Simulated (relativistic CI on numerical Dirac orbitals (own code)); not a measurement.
# Line list: Electric-dipole lines, Te35+

Method of calculation: Dirac-Coulomb-Breit CI, orbitals from a KLI potential per configuration, model QED (radiative potential, 1s self-energy scaled to tabulated hydrogen-like ionisation energies), unscaled Slater integrals (own radial code, finite nucleus).

Configuration list (outside the closed core [Ne]): 3s²3p⁵, 3s3p⁶, 3s²3p⁴3d, 3s3p⁵3d, 3p⁶3d, 3s3p⁴3d², 3s²3p³3d4p, 3p⁶4s, 3s3p⁴3d4s, 3s²3p⁴4s, 3p⁶4p, 3s²3p⁴4p, 3s²3p⁴4d, 3p⁵3d4p, 3s3p⁵4s, 3s²3p⁴4f, 3s3p⁵4p, 3s3p⁵4d, 3s3p⁵4f, 3s²3p⁴5s, 3s²3p⁴5p, 3s²3p⁴5d, 3s²3p³4s4p, 3s²3p⁴5f, 3s²3p⁴5g, 3s3p⁴4s², 3s3p⁵5s, 3s3p⁵5p, 3s²3p³3d², 3s²3p²3d³, 3s3p³3d³, 3s²3p²3d²4s, 3s²3p²3d²4p, 3s²3p²3d²4d, 3p⁵3d², 3p⁴3d³, 3p⁴3d²4s, 3p⁴3d²4p, 3p⁴3d²4d, 3s²3p³3d4s, 3s3p³3d²4s, 3s²3p²3d4s², 3s²3p²3d4s4p, 3s²3p²3d4s4d, 3p⁵3d4s, 3p⁴3d4s², 3p⁴3d4s4p, 3p⁴3d4s4d, 3s²3p³4s², 3s3p³3d4s², 3s²3p²4s²4p, 3s²3p²4s²4d, 3s²3p³4p², 3s²3p²3d4p², 3s3p³3d4p², 3s²3p²4s4p², 3s²3p²4p³, 3s²3p²4p²4d. Double excitations out of closed p, d and f shells are left out; levels of such configurations are missing from the list, as are those of other unlisted configurations, and high levels can miss mixing partners. These lack a partner that the ground configuration has and come out too high: 3s²3p⁴4f, 3s3p⁵4p, 3s3p⁵4d, 3s3p⁵4f, 3s²3p⁴5s.

| λ vac (nm) | Lower | Upper | A (s⁻¹) | log gf | S velocity/length |
| --- | --- | --- | --- | --- | --- |
| 4.9005 | 3s²3p⁴3d ⁴F7/2 [6] | 3s²3p³3d² ²F°7/2 [114] | 2.39e+11 | -0.16 | 0.98 |
| 4.9116 | 3s²3p⁴3d ²D3/2 [9] | 3s²3p³3d² ²D°3/2 [130] | 4.96e+11 | -0.14 | 0.97 |
| 4.9198 | 3s²3p⁴3d ⁴D3/2 [3] | 3s²3p³3d² ⁴P°1/2 [103] | 6.60e+11 | -0.32 | 0.96 |
| 4.9251 | 3s²3p⁴3d ⁴F7/2 [6] | 3s²3p³3d² ⁴D°5/2 [113] | 4.66e+11 | 0.01 | 0.94 |
| 4.9372 | 3s²3p⁴3d ⁴F9/2 [10] | 3s²3p³3d² ⁴D°7/2 [129] | 4.46e+11 | 0.12 | 0.86 |
| 4.9477 | 3s²3p⁴3d ⁴F7/2 [6] | 3s²3p³3d² ⁴F°7/2 [111] | 3.83e+11 | 0.05 | 0.96 |
| 4.9835 | 3s²3p⁴3d ⁴F9/2 [10] | 3s²3p³3d² ⁴F°9/2 [126] | 2.43e+11 | -0.04 | 0.99 |
| 4.9845 | 3s²3p⁴3d ²D5/2 [11] | 3s²3p³3d² ²D°5/2 [148] | 3.67e+11 | -0.09 | 1.01 |
| 4.9850 | 3s²3p⁴3d ²F7/2 [8] | 3s²3p³3d² ²D°5/2 [124] | 5.21e+11 | 0.07 | 0.83 |
| 4.9950 | 3s²3p⁴3d ²F7/2 [8] | 3s²3p³3d² ²F°7/2 [122] | 2.23e+11 | -0.18 | 0.97 |
| 5.0193 | 3s²3p⁴3d ²D5/2 [11] | 3s²3p³3d² ²D°5/2 [144] | 3.95e+11 | -0.05 | 0.99 |
| 5.0306 | 3s²3p⁴3d ⁴F9/2 [10] | 3s²3p³3d² ⁴F°9/2 [123] | 3.64e+11 | 0.14 | 1.01 |
| 5.0387 | 3s²3p⁵ ²P°3/2 [1] | 3s²3p⁴3d ²S1/2 [27] | 9.76e+11 | -0.13 | 0.98 |
| 5.0448 | 3s²3p⁵ ²P°3/2 [1] | 3s²3p⁴3d ²D5/2 [26] | 6.80e+11 | 0.19 | 1.02 |
| 5.0729 | 3s²3p⁵ ²P°3/2 [1] | 3s²3p⁴3d ²P3/2 [24] | 5.53e+11 | -0.07 | 0.97 |
| 5.1139 | 3s²3p⁵ ²P°1/2 [2] | 3s²3p⁴3d ²D3/2 [34] | 5.86e+11 | -0.04 | 1.00 |
| 5.1256 | 3s²3p⁴3d ⁴F9/2 [10] | 3s²3p³3d² ⁴G°11/2 [115] | 3.08e+11 | 0.16 | 1.01 |
| 5.2667 | 3s²3p⁴3d ²D5/2 [26] | 3s²3p³3d² ²F°7/2 [192] | 5.55e+11 | 0.27 | 1.00 |
| 6.0500 | 3s²3p⁵ ²P°1/2 [2] | 3s²3p⁴3d ²P1/2 [29] | 5.14e+11 | -0.25 | 0.96 |
| 6.5846 | 3s²3p⁵ ²P°3/2 [1] | 3s²3p⁴3d ²F5/2 [13] | 1.14e+11 | -0.35 | 1.02 |

Terms are leading LS components. Brackets give the number of a level in order of energy, since labels repeat. The list gives strong lines, with weight on those to low levels, among the lowest 400 of 10102 levels, so that lines to higher ones, which can be the strongest, are missing. Levels whose partners in the same complex of configurations lie outside the list can be far off, and so can their lines. Rates are taken at the computed energies, electric ones in the length gauge. A velocity-to-length ratio far from 1 marks an uncertain rate.

At this charge energies of transitions that change n are usually good to better than 1 %, and those within a shell (Δn = 0) to a few per cent.

LS names give the leading component of a level, which can be under half, so a name can repeat, a term be missing and a line seem to break the LS rules.
